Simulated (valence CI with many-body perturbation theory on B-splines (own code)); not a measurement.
# Level structure of Tl XXXII

Method: valence CI with perturbative core correlation (CI+MBPT): four valence electrons over a frozen Dirac-Fock core [Kr] 4d10, radial functions for each j: 8 s, 8 p, 9 d, 9 f, 6 g, 3 h, 2 i, with the one-electron correlation potential Σ1, the two-electron term Σ2, the three-electron term Σ3, Breit, model QED; selected CI, second order for the rest, scaled by the run's own slope (own B-spline code, finite nucleus).

No measured spectrum was set against this ion. As an estimate, large intervals hold to a few tenths of a per cent, small ones and those within an open d or f shell to about a per cent. Core correlation moves these levels by up to 4800 cm⁻¹, and in measured spectra 5 to 20 % of such shifts remained as error; rates that hang on mixing are uncertain with them. Only levels of the ground parity were solved; by the run's estimate the other parity begins above the list, which can be wrong where configurations are misplaced.

Levels 1 to 45 of 65, with energies above the lowest level, (4f5/2^4) J=4. "Leading %" is the weight of the configuration and term that name the level; weights of strongly mixed levels are sums over their largest components and can fall short. In the jj column 3d3/2^4 stands for four electrons in 3d with j = 3/2. Lifetimes count E1, E2, E3, M1 and M2 decay at the calculated energies, and are blank where another channel may lead or the interval is too uncertain; long ones can be off by a factor of two.

```
No.  Configuration  Term   J  E (cm⁻¹)  Leading %      g  Lifetime              Leading jj
  1            4f4    5I   4       0.0         67  0.679                    4f5/2^4 (75 %)
  2            4f4    5I   5     31597         85  0.918    648 μs    4f5/2^3 4f7/2 (86 %)
  3            4f4    3F   2     39680         29  0.898    33.1 s          4f5/2^4 (91 %)
  4            4f4    5I   6     52826         72  1.028   1.97 ms    4f5/2^3 4f7/2 (56 %)
  5            4f4    3G   4     60768         26  0.998    448 μs    4f5/2^3 4f7/2 (71 %)
  6            4f4    5F   1     62275         72  0.165   2.68 ms    4f5/2^3 4f7/2 (93 %)
  7            4f4    5I   7     65079         42  1.064   14.9 ms    4f5/2^3 4f7/2 (66 %)
  8            4f4    5F   3     71755         48  1.071   1.40 ms    4f5/2^3 4f7/2 (92 %)
  9            4f4    3K   8     73473         33  1.078   91.7 ms    4f5/2^3 4f7/2 (76 %)
 10            4f4    5G   2     74666         49  0.679   1.67 ms    4f5/2^3 4f7/2 (90 %)
 11            4f4    5G   3     78322         51  0.981    596 μs    4f5/2^3 4f7/2 (95 %)
 12            4f4    5S   2     80072         42  1.532   2.70 ms    4f5/2^3 4f7/2 (77 %)
 13            4f4    3K   6     91777         67  0.920    255 μs  4f5/2^2 4f7/2^2 (68 %)
 14            4f4    3G   5     91947         31  1.153    896 μs    4f5/2^3 4f7/2 (67 %)
 15            4f4    3L   7     99254         49  1.012    407 μs  4f5/2^2 4f7/2^2 (54 %)
 16            4f4    5F   4    101110         60  1.225    597 μs  4f5/2^2 4f7/2^2 (62 %)
 17            4f4    5D   0    104200         50           320 ms          4f5/2^4 (82 %)
 18            4f4    5I   8    106880         42  1.062    614 μs  4f5/2^2 4f7/2^2 (57 %)
 19            4f4    5G   4    115670         56  1.020    207 μs  4f5/2^2 4f7/2^2 (83 %)
 20            4f4    5F   2    118460         36  1.126    265 μs  4f5/2^2 4f7/2^2 (86 %)
 21            4f4    3G   3    119900         50  0.909    289 μs  4f5/2^2 4f7/2^2 (93 %)
 22            4f4    5F   5    122840         40  1.251    671 μs  4f5/2^2 4f7/2^2 (57 %)
 23            4f4    3F   2    125800         33  1.133    345 μs  4f5/2^2 4f7/2^2 (76 %)
 24            4f4    3P   1    126090         48  1.075    353 μs  4f5/2^2 4f7/2^2 (83 %)
 25            4f4    3I   5    126580         45  0.988    343 μs  4f5/2^2 4f7/2^2 (63 %)
 26            4f4    3F   4    128590         36  1.164    634 μs    4f5/2^3 4f7/2 (54 %)
 27            4f4    5D   1    129290         61  1.450   1.24 ms    4f5/2^3 4f7/2 (79 %)
 28            4f4    3L   8    133120         66  1.007    870 μs  4f5/2^2 4f7/2^2 (94 %)
 29            4f4    3D   3    133340         35  1.252    774 μs  4f5/2^2 4f7/2^2 (77 %)
 30            4f4    3M   9    133510         66  1.041    580 μs  4f5/2^2 4f7/2^2 (99 %)
 31            4f4    5G   6    133960         48  1.207   1.00 ms  4f5/2^2 4f7/2^2 (49 %)
 32            4f4    3H   5    136240         47  1.108    464 μs  4f5/2^2 4f7/2^2 (65 %)
 33            4f4    3P   0    137070         92          1.21 ms  4f5/2^2 4f7/2^2 (96 %)
 34            4f4    3F   4    140220         46  1.127    489 μs  4f5/2^2 4f7/2^2 (56 %)
 35            4f4    3F   2    141530         43  0.735    184 μs  4f5/2^2 4f7/2^2 (93 %)
 36            4f4    3I   6    143170         55  1.059    828 μs  4f5/2^2 4f7/2^2 (82 %)
 37            4f4    5D   2    147900         70  1.398   1.02 ms  4f5/2^2 4f7/2^2 (56 %)
 38            4f4    3K   7    147900         41  1.011    169 μs    4f5/2 4f7/2^3 (69 %)
 39            4f4    3I   7    151530         45  1.066    516 μs  4f5/2^2 4f7/2^2 (76 %)
 40            4f4    3M   8    154500         32  1.060    218 μs    4f5/2 4f7/2^3 (58 %)
 41            4f4    3H   6    156770         53  1.112    418 μs  4f5/2^2 4f7/2^2 (57 %)
 42            4f4    3M  10    158780         74  1.070   5.22 ms  4f5/2^2 4f7/2^2 (79 %)
 43            4f4    5D   3    159500         34  1.246    841 μs  4f5/2^2 4f7/2^2 (59 %)
 44            4f4    3G   4    160740         46  1.071    250 μs  4f5/2^2 4f7/2^2 (49 %)
 45            4f4    3K   6    168420         43  1.026    516 μs    4f5/2^3 4f7/2 (36 %)
```

Where two levels of one J and parity lie close, their mixing, g and order are uncertain.

The ionisation energy to 4f3 4I°_9/2 of the next ion comes out as 1154.2 eV (NIST: 1170 ± 60 eV (theoretical)). All 65 levels together are meant to be complete up to 204060 cm⁻¹.
